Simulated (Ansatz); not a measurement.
Computed with Ansatz.

C₄H₈BN, SMILES `BCC1CC=N1` at its PBE0-D4/def2-TZVP geometry, where that method's forces vanish. Charge 0, multiplicity 1.

```tsv
atom	x (Å)	y (Å)	z (Å)
B1	2.022	-0.542	1.010
C2	1.112	-0.076	-0.161
C3	-0.358	-0.386	-0.011
C4	-1.368	0.244	-1.007
C5	-1.835	0.901	0.252
N6	-1.003	0.397	1.083
H7	1.690	-1.450	1.717
H8	3.103	-0.052	1.170
H9	1.518	-0.636	-1.024
H10	1.266	0.979	-0.415
H11	-0.510	-1.457	0.150
H12	-2.071	-0.435	-1.495
H13	-0.931	0.908	-1.757
H14	-2.634	1.604	0.486
```

**Question.** For each bond, give half the difference of the two atoms' forces along it (eV/Å; positive pushes the atoms apart) under PBE-D4, r2SCAN-D4, B3LYP-D4, ωB97M-V in def2-TZVPP. (Estimate.)

**Answer.** The calculation gave: 
```json
{"bond": "B1–C2", "length (Å)": "1.554", "PBE-D4": "-0.11", "r2SCAN-D4": "-0.02", "B3LYP-D4": "0.07", "ωB97M-V": "0.11"}
{"bond": "B1–H7", "length (Å)": "1.198", "PBE-D4": "0.08", "r2SCAN-D4": "-0.03", "B3LYP-D4": "-0.11", "ωB97M-V": "-0.12"}
{"bond": "B1–H8", "length (Å)": "1.197", "PBE-D4": "0.06", "r2SCAN-D4": "-0.04", "B3LYP-D4": "-0.11", "ωB97M-V": "-0.13"}
{"bond": "C2–C3", "length (Å)": "1.509", "PBE-D4": "-0.05", "r2SCAN-D4": "0.03", "B3LYP-D4": "0.05", "ωB97M-V": "0.09"}
{"bond": "C2–H9", "length (Å)": "1.107", "PBE-D4": "0.16", "r2SCAN-D4": "0.00", "B3LYP-D4": "-0.07", "ωB97M-V": "-0.08"}
{"bond": "C2–H10", "length (Å)": "1.096", "PBE-D4": "0.15", "r2SCAN-D4": "-0.01", "B3LYP-D4": "-0.06", "ωB97M-V": "-0.09"}
{"bond": "C3–C4", "length (Å)": "1.553", "PBE-D4": "0.10", "r2SCAN-D4": "0.14", "B3LYP-D4": "0.25", "ωB97M-V": "0.15"}
{"bond": "C3–N6", "length (Å)": "1.492", "PBE-D4": "0.34", "r2SCAN-D4": "0.27", "B3LYP-D4": "0.27", "ωB97M-V": "0.15"}
{"bond": "C3–H11", "length (Å)": "1.094", "PBE-D4": "0.05", "r2SCAN-D4": "-0.10", "B3LYP-D4": "-0.21", "ωB97M-V": "-0.17"}
{"bond": "C4–C5", "length (Å)": "1.495", "PBE-D4": "-0.01", "r2SCAN-D4": "0.05", "B3LYP-D4": "0.26", "ωB97M-V": "0.28"}
{"bond": "C4–H12", "length (Å)": "1.093", "PBE-D4": "0.07", "r2SCAN-D4": "-0.06", "B3LYP-D4": "-0.12", "ωB97M-V": "-0.15"}
{"bond": "C4–H13", "length (Å)": "1.093", "PBE-D4": "0.09", "r2SCAN-D4": "-0.05", "B3LYP-D4": "-0.12", "ωB97M-V": "-0.14"}
{"bond": "C5–N6", "length (Å)": "1.279", "PBE-D4": "0.85", "r2SCAN-D4": "0.39", "B3LYP-D4": "0.15", "ωB97M-V": "-0.02"}
{"bond": "C5–H14", "length (Å)": "1.090", "PBE-D4": "-0.12", "r2SCAN-D4": "-0.11", "B3LYP-D4": "-0.24", "ωB97M-V": "-0.16"}
```

B3LYP here is the variant with VWN-RPA as its local correlation; programs differ in this.
